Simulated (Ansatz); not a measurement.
## Ansatz (development build ahead of 0.2.0) run

```yaml
crystal:
  periodic: [false, false, false]
  atoms:
    - { symbol: C, position_ang: [1.405, 0.0, 0.0] }
    - { symbol: C, position_ang: [0.7025, 1.21677, 0.0] }
    - { symbol: C, position_ang: [-0.7025, 1.21677, 0.0] }
    - { symbol: C, position_ang: [-1.405, 0.0, 0.0] }
    - { symbol: C, position_ang: [-0.7025, -1.21677, 0.0] }
    - { symbol: C, position_ang: [0.7025, -1.21677, 0.0] }
    - { symbol: C, position_ang: [2.81, 0.0, 0.0] }
    - { symbol: H, position_ang: [1.2475, 2.16073, 0.0] }
    - { symbol: H, position_ang: [-1.2475, 2.16073, 0.0] }
    - { symbol: H, position_ang: [-2.495, 0.0, 0.0] }
    - { symbol: H, position_ang: [-1.2475, -2.16073, 0.0] }
    - { symbol: H, position_ang: [1.2475, -2.16073, 0.0] }
    - { symbol: H, position_ang: [3.37139, -0.93431, 0.0] }
    - { symbol: H, position_ang: [3.37139, 0.93431, 0.0] }
basis:
  gaussian: { orbitals: cc-pVDZ }
magnetization:
  spin_polarized: true
  initial_magnetization: 1
hamiltonian:
  xc: hf
correlation:
  method: mp2
  frozen_orbitals: { C: 1, H: 0 }
```

The input is written out in the form of the current development build from the run's settings.

Results

- Converged: yes
- Reference energy: -269.15981 hartree
- Correlation energy: -0.84515 hartree
- Total energy: -270.00495 hartree
- Spin squared of the determinant: 1.370

Caution: the unrestricted determinant is spin contaminated.
